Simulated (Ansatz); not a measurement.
Method: B3LYP-D3(BJ)/def2-TZVP (Ansatz, a first-principles code). No frequencies were computed at this level.

Ansatz 0.2 input:
```yaml
crystal:
  periodic: [false, false, false]
  atoms:
    - { symbol: C, position_ang: [1.841238, -0.024253, -0.10836] }
    - { symbol: Ga, position_ang: [-0.044897, 0.504683, -1.023633] }
    - { symbol: C, position_ang: [-1.843926, 0.039332, 0.0782] }
    - { symbol: H, position_ang: [2.377685, 0.864532, 0.229571] }
    - { symbol: H, position_ang: [2.486028, -0.577085, -0.794029] }
    - { symbol: H, position_ang: [1.62751, -0.654097, 0.757901] }
    - { symbol: H, position_ang: [-1.798124, 0.529375, 1.053174] }
    - { symbol: H, position_ang: [-2.753061, 0.359661, -0.433013] }
    - { symbol: H, position_ang: [-1.892013, -1.040568, 0.235767] }
basis:
  gaussian: { orbitals: def2-tzvp }
hamiltonian:
  xc: b3lyp
  dispersion: d3bj
relax:
  max_steps: 150
magnetization:
  spin_polarized: true
  initial_magnetization: 1
```

Output:

```
[...]
these checks for a lower state are left out or cut short: starts, cluster_reference, orbital_swaps, neighbouring_geometries, increment
1027 factors; their error is unknown
mean field -54551.40792579 eV, -2004.7272650003 hartree, gradient 1.2e-5 eV, S^2 0.751979; 0 other end points of the search recorded, 0 dependent functions left out
reference -54551.40818650 eV, -2004.7272745815 hartree; 25, 24 occupied and 121, 122 virtual orbitals, 1027 factors
relax step   5: F+E_penalty+E_count = -54551.66157314 eV  Δ(F+E_penalty+E_count) = -3.882e-4 eV  max|allowed force component| = 1.124e-2 eV/Å  Δτ_max = 0.0087 Å  (34 SCF iters, accepted)
these checks for a lower state are left out or cut short: starts, cluster_reference, orbital_swaps, neighbouring_geometries, increment
1027 factors; their error is unknown
mean field -54551.40812239 eV, -2004.7272722254 hartree, gradient 1.9e-5 eV, S^2 0.751995; 0 other end points of the search recorded, 0 dependent functions left out
reference -54551.40838336 eV, -2004.7272818157 hartree; 25, 24 occupied and 121, 122 virtual orbitals, 1027 factors
relax step   6: F+E_penalty+E_count = -54551.66190315 eV  Δ(F+E_penalty+E_count) = -3.300e-4 eV  max|allowed force component| = 1.568e-2 eV/Å  Δτ_max = 0.0304 Å  (34 SCF iters, accepted)
these checks for a lower state are left out or cut short: starts, cluster_reference, orbital_swaps, neighbouring_geometries, increment
1027 factors; their error is unknown
mean field -54551.39937467 eV, -2004.7269507527 hartree, gradient 4.3e-5 eV, S^2 0.752113; 0 other end points of the search recorded, 0 dependent functions left out
reference -54551.39963709 eV, -2004.7269603965 hartree; 25, 24 occupied and 121, 122 virtual orbitals, 1027 factors
relax step   7: F+E_penalty+E_count = -54551.65396671 eV  Δ(F+E_penalty+E_count) = +7.936e-3 eV  max|allowed force component| = 4.197e-1 eV/Å  Δτ_max = 0.1750 Å  (32 SCF iters, rejected (line search))
these checks for a lower state are left out or cut short: starts, cluster_reference, orbital_swaps, neighbouring_geometries, increment
1027 factors; their error is unknown
mean field evaluation 64: about -54551.4078 eV, gradient 2.2e-1 eV
mean field -54551.40793628 eV, -2004.7272653859 hartree, gradient 2.5e-5 eV, S^2 0.751995; 0 other end points of the search recorded, 0 dependent functions left out
reference -54551.40819725 eV, -2004.7272749765 hartree; 25, 24 occupied and 121, 122 virtual orbitals, 1027 factors
relax step   8: F+E_penalty+E_count = -54551.66202246 eV  Δ(F+E_penalty+E_count) = -1.193e-4 eV  max|allowed force component| = 3.157e-2 eV/Å  Δτ_max = 0.0226 Å  (33 SCF iters, accepted)
these checks for a lower state are left out or cut short: starts, cluster_reference, orbital_swaps, neighbouring_geometries, increment
1027 factors; their error is unknown
mean field -54551.40848960 eV, -2004.7272857202 hartree, gradient 8.7e-6 eV, S^2 0.752011; 0 other end points of the search recorded, 0 dependent functions left out
reference -54551.40875099 eV, -2004.7272953259 hartree; 25, 24 occupied and 121, 122 virtual orbitals, 1027 factors
relax step   9: F+E_penalty+E_count = -54551.66267564 eV  Δ(F+E_penalty+E_count) = -6.532e-4 eV  max|allowed force component| = 4.878e-2 eV/Å  Δτ_max = 0.0546 Å  (33 SCF iters, accepted)
these checks for a lower state are left out or cut short: starts, cluster_reference, orbital_swaps, neighbouring_geometries, increment
1027 factors; their error is unknown
mean field -54551.40860115 eV, -2004.7272898193 hartree, gradient 8.8e-6 eV, S^2 0.752031; 0 other end points of the search recorded, 0 dependent functions left out
reference -54551.40886301 eV, -2004.7272994428 hartree; 25, 24 occupied and 121, 122 virtual orbitals, 1027 factors
relax step  10: F+E_penalty+E_count = -54551.66280196 eV  Δ(F+E_penalty+E_count) = -1.263e-4 eV  max|allowed force component| = 1.336e-1 eV/Å  Δτ_max = 0.0572 Å  (33 SCF iters, accepted)
these checks for a lower state are left out or cut short: starts, cluster_reference, orbital_swaps, neighbouring_geometries, increment
1027 factors; their error is unknown
mean field -54551.40955511 eV, -2004.7273248769 hartree, gradient 1.2e-5 eV, S^2 0.752019; 0 other end points of the search recorded, 0 dependent functions left out
reference -54551.40981690 eV, -2004.7273344974 hartree; 25, 24 occupied and 121, 122 virtual orbitals, 1027 factors
relax step  11: F+E_penalty+E_count = -54551.66361420 eV  Δ(F+E_penalty+E_count) = -8.122e-4 eV  max|allowed force component| = 5.761e-2 eV/Å  Δτ_max = 0.0120 Å  (35 SCF iters, accepted)
these checks for a lower state are left out or cut short: starts, cluster_reference, orbital_swaps, neighbouring_geometries, increment
1027 factors; their error is unknown
mean field evaluation 96: about -54551.4102 eV, gradient 2.0e-5 eV
mean field -54551.41018558 eV, -2004.7273480462 hartree, gradient 2.0e-5 eV, S^2 0.752001; 0 other end points of the search recorded, 0 dependent functions left out
reference -54551.41044732 eV, -2004.7273576649 hartree; 25, 24 occupied and 121, 122 virtual orbitals, 1027 factors
relax step  12: F+E_penalty+E_count = -54551.66436867 eV  Δ(F+E_penalty+E_count) = -7.545e-4 eV  max|allowed force component| = 5.733e-3 eV/Å  Δτ_max = 0.0388 Å  (34 SCF iters, accepted)
these checks for a lower state are left out or cut short: starts, cluster_reference, orbital_swaps, neighbouring_geometries, increment
1027 factors; their error is unknown
mean field -54551.41053767 eV, -2004.7273609852 hartree, gradient 2.7e-5 eV, S^2 0.752014; 0 other end points of the search recorded, 0 dependent functions left out
reference -54551.41079981 eV, -2004.7273706189 hartree; 25, 24 occupied and 121, 122 virtual orbitals, 1027 factors
relax step  13: F+E_penalty+E_count = -54551.66488415 eV  Δ(F+E_penalty+E_count) = -5.155e-4 eV  max|allowed force component| = 1.366e-1 eV/Å  Δτ_max = 0.1129 Å  (31 SCF iters, accepted)
these checks for a lower state are left out or cut short: starts, cluster_reference, orbital_swaps, neighbouring_geometries, increment
1027 factors; their error is unknown
mean field -54551.41145941 eV, -2004.7273948587 hartree, gradient 1.2e-5 eV, S^2 0.752008; 0 other end points of the search recorded, 0 dependent functions left out
reference -54551.41172152 eV, -2004.7274044911 hartree; 25, 24 occupied and 121, 122 virtual orbitals, 1027 factors
relax step  14: F+E_penalty+E_count = -54551.66578444 eV  Δ(F+E_penalty+E_count) = -9.003e-4 eV  max|allowed force component| = 4.021e-2 eV/Å  Δτ_max = 0.0122 Å  (34 SCF iters, accepted)
these checks for a lower state are left out or cut short: starts, cluster_reference, orbital_swaps, neighbouring_geometries, increment
1027 factors; their error is unknown
mean field -54551.41175184 eV, -2004.7274056053 hartree, gradient 2.4e-5 eV, S^2 0.752016; 0 other end points of the search recorded, 0 dependent functions left out
reference -54551.41201388 eV, -2004.7274152351 hartree; 25, 24 occupied and 121, 122 virtual orbitals, 1027 factors
relax step  15: F+E_penalty+E_count = -54551.66612188 eV  Δ(F+E_penalty+E_count) = -3.374e-4 eV  max|allowed force component| = 2.892e-3 eV/Å  Δτ_max = 0.0244 Å  (33 SCF iters, accepted)
these checks for a lower state are left out or cut short: starts, cluster_reference, orbital_swaps, neighbouring_geometries, increment
1027 factors; their error is unknown
mean field -54551.41173860 eV, -2004.7274051185 hartree, gradient 9.6e-6 eV, S^2 0.752033; 0 other end points of the search recorded, 0 dependent functions left out
reference -54551.41200068 eV, -2004.7274147498 hartree; 25, 24 occupied and 121, 122 virtual orbitals, 1027 factors
relax step  16: F+E_penalty+E_count = -54551.66637363 eV  Δ(F+E_penalty+E_count) = -2.517e-4 eV  max|allowed force component| = 6.285e-2 eV/Å  Δτ_max = 0.0834 Å  (32 SCF iters, accepted)
these checks for a lower state are left out or cut short: starts, cluster_reference, orbital_swaps, neighbouring_geometries, increment
1027 factors; their error is unknown
mean field evaluation 128: about -54551.4123 eV, gradient 1.0e-4 eV
mean field -54551.41234258 eV, -2004.7274273144 hartree, gradient 1.2e-5 eV, S^2 0.752025; 0 other end points of the search recorded, 0 dependent functions left out
reference -54551.41260467 eV, -2004.7274369461 hartree; 25, 24 occupied and 121, 122 virtual orbitals, 1027 factors
relax step  17: F+E_penalty+E_count = -54551.66669502 eV  Δ(F+E_penalty+E_count) = -3.214e-4 eV  max|allowed force component| = 2.628e-2 eV/Å  Δτ_max = 0.0122 Å  (34 SCF iters, accepted)
these checks for a lower state are left out or cut short: starts, cluster_reference, orbital_swaps, neighbouring_geometries, increment
1027 factors; their error is unknown
mean field -54551.41239228 eV, -2004.7274291410 hartree, gradient 1.2e-5 eV, S^2 0.752022; 0 other end points of the search recorded, 0 dependent functions left out
reference -54551.41265435 eV, -2004.7274387719 hartree; 25, 24 occupied and 121, 122 virtual orbitals, 1027 factors
relax step  18: F+E_penalty+E_count = -54551.66683721 eV  Δ(F+E_penalty+E_count) = -1.422e-4 eV  max|allowed force component| = 1.523e-3 eV/Å  Δτ_max = 0.0132 Å  (33 SCF iters, accepted)
these checks for a lower state are left out or cut short: starts, cluster_reference, orbital_swaps, neighbouring_geometries, increment
1027 factors; their error is unknown
mean field -54551.41250527 eV, -2004.7274332931 hartree, gradient 1.9e-5 eV, S^2 0.752024; 0 other end points of the search recorded, 0 dependent functions left out
reference -54551.41276747 eV, -2004.7274429291 hartree; 25, 24 occupied and 121, 122 virtual orbitals, 1027 factors
relax step  19: F+E_penalty+E_count = -54551.66700359 eV  Δ(F+E_penalty+E_count) = -1.664e-4 eV  max|allowed force component| = 2.478e-2 eV/Å  Δτ_max = 0.0488 Å  (33 SCF iters, accepted)
these checks for a lower state are left out or cut short: starts, cluster_reference, orbital_swaps, neighbouring_geometries, increment
1027 factors; their error is unknown
mean field -54551.41259256 eV, -2004.7274365011 hartree, gradient 1.2e-5 eV, S^2 0.752024; 0 other end points of the search recorded, 0 dependent functions left out
reference -54551.41285477 eV, -2004.7274461371 hartree; 25, 24 occupied and 121, 122 virtual orbitals, 1027 factors
relax step  20: F+E_penalty+E_count = -54551.66710855 eV  Δ(F+E_penalty+E_count) = -1.050e-4 eV  max|allowed force component| = 1.746e-2 eV/Å  Δτ_max = 0.0188 Å  (32 SCF iters, accepted)
these checks for a lower state are left out or cut short: starts, cluster_reference, orbital_swaps, neighbouring_geometries, increment
1027 factors; their error is unknown
mean field -54551.41270929 eV, -2004.7274407907 hartree, gradient 1.5e-5 eV, S^2 0.752024; 0 other end points of the search recorded, 0 dependent functions left out
reference -54551.41297145 eV, -2004.7274504252 hartree; 25, 24 occupied and 121, 122 virtual orbitals, 1027 factors
relax step  21: F+E_penalty+E_count = -54551.66723089 eV  Δ(F+E_penalty+E_count) = -1.223e-4 eV  max|allowed force component| = 1.087e-2 eV/Å  Δτ_max = 0.0291 Å  (32 SCF iters, accepted)
these checks for a lower state are left out or cut short: starts, cluster_reference, orbital_swaps, neighbouring_geometries, increment
1027 factors; their error is unknown
mean field evaluation 160: about -54551.2701 eV, gradient 1.2e0 eV
mean field -54551.41273590 eV, -2004.7274417686 hartree, gradient 1.6e-5 eV, S^2 0.752027; 0 other end points of the search recorded, 0 dependent functions left out
reference -54551.41299802 eV, -2004.7274514014 hartree; 25, 24 occupied and 121, 122 virtual orbitals, 1027 factors
relax step  22: F+E_penalty+E_count = -54551.66728680 eV  Δ(F+E_penalty+E_count) = -5.591e-5 eV  max|allowed force component| = 2.225e-2 eV/Å  Δτ_max = 0.0354 Å  (31 SCF iters, accepted)
these checks for a lower state are left out or cut short: starts, cluster_reference, orbital_swaps, neighbouring_geometries, increment
1027 factors; their error is unknown
mean field -54551.41278048 eV, -2004.7274434072 hartree, gradient 2.1e-5 eV, S^2 0.752027; 0 other end points of the search recorded, 0 dependent functions left out
reference -54551.41304256 eV, -2004.7274530381 hartree; 25, 24 occupied and 121, 122 virtual orbitals, 1027 factors
relax step  23: F+E_penalty+E_count = -54551.66732275 eV  Δ(F+E_penalty+E_count) = -3.594e-5 eV  max|allowed force component| = 1.000e-2 eV/Å  Δτ_max = 0.0053 Å  (26 SCF iters, accepted)
1027 factors; their error is unknown
mean field evaluation 192: about -54551.4128 eV, gradient 1.3e-5 eV
mean field -54551.41278048 eV, -2004.7274434072 hartree, gradient 3.3e-5 eV, S^2 0.752027; 1 other end points of the search recorded, 0 dependent functions left out
reference -54551.41304256 eV, -2004.7274530381 hartree; 25, 24 occupied and 121, 122 virtual orbitals, 1027 factors
Total energy: -54551.66758482 eV, -2004.7368072937 hartree
Atom 0 at     1.715510    -0.092591    -0.131085 Å, force     0.005389    -0.000330     0.006544 eV/Å
Atom 1 at    -0.056336     0.141543    -1.072230 Å, force     0.000417     0.000553    -0.001951 eV/Å
Atom 2 at    -1.718377     0.100403     0.074788 Å, force    -0.005549    -0.004299     0.007635 eV/Å
Atom 3 at     1.836515     0.728883     0.581112 Å, force    -0.000888    -0.007281    -0.005615 eV/Å
Atom 4 at     2.564392    -0.104062    -0.811622 Å, force    -0.005126    -0.000064     0.004441 eV/Å
Atom 5 at     1.688269    -1.030954     0.430223 Å, force     0.000816     0.007411    -0.004837 eV/Å
Atom 6 at    -1.620590     0.861858     0.853869 Å, force    -0.002284    -0.005966    -0.007056 eV/Å
Atom 7 at    -2.632865     0.275519    -0.488223 Å, force     0.006935    -0.000023     0.004455 eV/Å
Atom 8 at    -1.776077    -0.879019     0.558745 Å, force     0.000290     0.010000    -0.003615 eV/Å
Dipole moment:     0.003981    -0.010058     0.076255 e Å
```

Cost: about 2.0 core-minutes (a rough figure).
